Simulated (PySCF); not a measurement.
## I⁺: excitation energy

I⁺ [Kr] 4d10 5s2 5p4 (3P) → I⁺ [Kr] 4d10 5s1 5p4 5d1 (high-spin determinant), as a difference of total energies. Calculation: PySCF 2.14, in aug-cc-pVDZ-PP with ECP28MDF; scalar relativity through the core potential. Correlated levels: valence: 4s2 4p6 4d10 frozen. The calculations carry no spin-orbit coupling.

```tsv
method	excitation energy (eV)
UHF	20.377
SCS-MP2 (valence)	20.643
CCSD(T) (valence)	19.778
CCSDT (valence)	19.668
```

Task: Estimate what MP2 (valence) gives.

Result: 20.667 eV, closest to SCS-MP2 (valence) among the rows shown.

Task: Estimate what CCSD (valence) gives.

Result: 19.913 eV, closest to CCSD(T) (valence) among the rows shown.

The upper state lies above the first ionisation limit, where it may autoionise and the basis confines it.

The promoted electron is Rydberg-like, and one or two diffuse shells describe it only roughly, which tends to raise the upper state.

The coupled-cluster amplitudes are large for the upper state (T1 above 0.03 or a double amplitude above 0.15), so a single reference is strained.

The determinant of the upper state mixes LS terms, which raises its energy above the lowest term, most at the Hartree-Fock and MP2 levels.
